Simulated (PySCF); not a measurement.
Zr(F)4 cation (F4Zr), SMILES [F][Zr]([F])([F])[F] (connectivity only; charge and spin as stated), charge +1, multiplicity 2.

Geometry: PBE-D3(BJ)/def2-SVP. The spin state was assumed, not searched. The isomer is the one that the SMILES or the coordinates give; other isomers of the formula were not compared. The def2 effective core potentials stand for the cores of Zr; spin–orbit coupling is left out.

Method: PBE-D3(BJ)/def2-SVP run with PySCF 2.14.0.

Frequencies are harmonic and unscaled.

```json
[
 {"mode": "1", "ν (cm⁻¹)": "65", "IR (km/mol)": "48.7", "moving atoms (share of kinetic energy)": "F 69 %, Zr 31 %"},
 {"mode": "2", "ν (cm⁻¹)": "113", "IR (km/mol)": "0.0", "moving atoms (share of kinetic energy)": "F 100 %"},
 {"mode": "3", "ν (cm⁻¹)": "125", "IR (km/mol)": "12.4", "moving atoms (share of kinetic energy)": "F 80 %, Zr 20 %"},
 {"mode": "4", "ν (cm⁻¹)": "163", "IR (km/mol)": "8.1", "moving atoms (share of kinetic energy)": "F 93 %"},
 {"mode": "5", "ν (cm⁻¹)": "260", "IR (km/mol)": "9.4", "moving atoms (share of kinetic energy)": "F 91 %, Zr 9 %"},
 {"mode": "6", "ν (cm⁻¹)": "400", "IR (km/mol)": "1.8", "moving atoms (share of kinetic energy)": "F 87 %, Zr 13 %"},
 {"mode": "7", "ν (cm⁻¹)": "577", "IR (km/mol)": "44.0", "moving atoms (share of kinetic energy)": "F 86 %, Zr 14 %"},
 {"mode": "8", "ν (cm⁻¹)": "740", "IR (km/mol)": "86.5", "moving atoms (share of kinetic energy)": "F 85 %, Zr 15 %"},
 {"mode": "9", "ν (cm⁻¹)": "762", "IR (km/mol)": "149.1", "moving atoms (share of kinetic energy)": "F 76 %, Zr 24 %"}
]
```
